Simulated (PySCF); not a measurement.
PySCF input (HF/def2-TZVPD):

```python
from pyscf import gto, scf, dft

mol = gto.M(
    atom='''
    C    -2.16335249    0.35232448   -0.16745076
    C    -0.83891482   -0.25572937    0.22672213
    O     0.20763316    0.52697495   -0.40079127
    C     1.46238545    0.13430999   -0.16368511
    O     1.79441211   -0.79772116    0.51464339
    H    -2.29552188    0.33182348   -1.24973480
    H    -2.97706993   -0.21379682    0.28890079
    H    -2.23354794    1.38701309    0.16977300
    H    -0.68235599   -0.23859572    1.30595256
    H    -0.74407761   -1.28948927   -0.10777591
    H     2.15550233    0.80358432   -0.69145009
    ''',
    basis='def2-tzvpd',
    charge=0,
    spin=0,
    verbose=4,
)

mf = scf.RHF(mol).density_fit(auxbasis='def2-universal-jkfit')
mf.conv_tol = 1e-9
mf.max_cycle = 100
mf.max_memory = 1500
mf.kernel()
if not mf.converged:
    mf = mf.newton()
    mf.kernel(mf.make_rdm1())
mf.analyze()
```

End of the output:

```
Extra cycle  E= -266.939177145671  delta_E= -1.59e-11  |g|= 2.58e-06  |ddm|= 1.36e-05
converged SCF energy = -266.939177145671
**** SCF Summaries ****
Total Energy =                        -266.939177145671351
Nuclear Repulsion Energy =             177.614770508519257
One-electron Energy =                 -716.231621572428594
Two-electron Energy =                  271.677673918237986
Two-electron Coulomb Energy =          305.887922413700380
DFT Exchange-Correlation Energy =      -34.210248495462395
HOMO-LUMO gap [eV] =                    14.302559818170570
**** MO energy ****
MO #1   energy= -20.6087073179141  occ= 2
MO #2   energy= -20.5528577865699  occ= 2
MO #3   energy= -11.3808655918664  occ= 2
MO #4   energy= -11.2943409973334  occ= 2
MO #5   energy= -11.2286460055395  occ= 2
MO #6   energy= -1.46492983447072  occ= 2
MO #7   energy= -1.36829695511023  occ= 2
MO #8   energy= -1.04989782698157  occ= 2
MO #9   energy= -0.89782732377288  occ= 2
MO #10  energy= -0.806963225262916 occ= 2
MO #11  energy= -0.730990797755169 occ= 2
MO #12  energy= -0.686294196174011 occ= 2
MO #13  energy= -0.680166604386727 occ= 2
MO #14  energy= -0.58990409550984  occ= 2
MO #15  energy= -0.578098365853124 occ= 2
MO #16  energy= -0.556108569891432 occ= 2
MO #17  energy= -0.519528999023215 occ= 2
MO #18  energy= -0.517089445332394 occ= 2
MO #19  energy= -0.465452345073665 occ= 2
MO #20  energy= -0.46117055150918  occ= 2
MO #21  energy= 0.0644388315504842 occ= 0
MO #22  energy= 0.0814580128685564 occ= 0
MO #23  energy= 0.0907358465703527 occ= 0
MO #24  energy= 0.102305784868823  occ= 0
MO #25  energy= 0.115520115881745  occ= 0
MO #26  energy= 0.129008329532459  occ= 0
MO #27  energy= 0.141800111434548  occ= 0
MO #28  energy= 0.147035666399344  occ= 0
MO #29  energy= 0.153826615965126  occ= 0
MO #30  energy= 0.167881097808185  occ= 0
MO #31  energy= 0.169629447649145  occ= 0
MO #32  energy= 0.180146610423168  occ= 0
MO #33  energy= 0.195680628885673  occ= 0
MO #34  energy= 0.20002268873041   occ= 0
MO #35  energy= 0.231712103985691  occ= 0
MO #36  energy= 0.237687770272037  occ= 0
MO #37  energy= 0.244618463849088  occ= 0
MO #38  energy= 0.263384405749541  occ= 0
MO #39  energy= 0.272791139645384  occ= 0
MO #40  energy= 0.287478514420819  occ= 0
MO #41  energy= 0.289302120809793  occ= 0
MO #42  energy= 0.304714397165458  occ= 0
MO #43  energy= 0.314932014047748  occ= 0
MO #44  energy= 0.321987521310242  occ= 0
MO #45  energy= 0.336493011305468  occ= 0
MO #46  energy= 0.342426117187988  occ= 0
MO #47  energy= 0.347290876808945  occ= 0
MO #48  energy= 0.358871161025136  occ= 0
MO #49  energy= 0.372204735975993  occ= 0
MO #50  energy= 0.378145017665678  occ= 0
MO #51  energy= 0.389320036181738  occ= 0
MO #52  energy= 0.390287268834191  occ= 0
MO #53  energy= 0.394910414407951  occ= 0
MO #54  energy= 0.40901745791136   occ= 0
MO #55  energy= 0.414534169146303  occ= 0
MO #56  energy= 0.415373776816695  occ= 0
MO #57  energy= 0.423554800209326  occ= 0
MO #58  energy= 0.42470256047674   occ= 0
MO #59  energy= 0.42740541655166   occ= 0
MO #60  energy= 0.445245527117758  occ= 0
MO #61  energy= 0.452061292096966  occ= 0
MO #62  energy= 0.473232473091462  occ= 0
MO #63  energy= 0.485284276339676  occ= 0
MO #64  energy= 0.48550937186406   occ= 0
MO #65  energy= 0.493652353492887  occ= 0
MO #66  energy= 0.499761536624541  occ= 0
MO #67  energy= 0.509655765040137  occ= 0
MO #68  energy= 0.52033839779975   occ= 0
MO #69  energy= 0.537135388081574  occ= 0
MO #70  energy= 0.541123842765753  occ= 0
MO #71  energy= 0.557764600947687  occ= 0
MO #72  energy= 0.564496371085705  occ= 0
MO #73  energy= 0.569426150740577  occ= 0
MO #74  energy= 0.57296643374437   occ= 0
MO #75  energy= 0.595488662786948  occ= 0
MO #76  energy= 0.598207500910696  occ= 0
MO #77  energy= 0.615955076407066  occ= 0
MO #78  energy= 0.648154554793523  occ= 0
MO #79  energy= 0.665449073155593  occ= 0
MO #80  energy= 0.668686681965739  occ= 0
MO #81  energy= 0.697768800298108  occ= 0
MO #82  energy= 0.708593765721778  occ= 0
MO #83  energy= 0.711047620416662  occ= 0
MO #84  energy= 0.733351683119818  occ= 0
MO #85  energy= 0.753788995808145  occ= 0
MO #86  energy= 0.7556160075732    occ= 0
MO #87  energy= 0.787798682577703  occ= 0
MO #88  energy= 0.794613314911071  occ= 0
MO #89  energy= 0.830214937254016  occ= 0
MO #90  energy= 0.834096177794368  occ= 0
MO #91  energy= 0.845712059652932  occ= 0
MO #92  energy= 0.856316936046909  occ= 0
MO #93  energy= 0.857223379991469  occ= 0
MO #94  energy= 0.864569856574144  occ= 0
MO #95  energy= 0.886879815297226  occ= 0
MO #96  energy= 0.893871437371294  occ= 0
MO #97  energy= 0.903979586784545  occ= 0
MO #98  energy= 0.910810947561682  occ= 0
MO #99  energy= 0.929224844742153  occ= 0
MO #100 energy= 0.938652071958835  occ= 0
MO #101 energy= 0.983915091449198  occ= 0
MO #102 energy= 1.02192333903572   occ= 0
MO #103 energy= 1.04341736356665   occ= 0
MO #104 energy= 1.0603116442551    occ= 0
MO #105 energy= 1.07301294714561   occ= 0
MO #106 energy= 1.08453260779577   occ= 0
MO #107 energy= 1.12269601852363   occ= 0
[...]
```
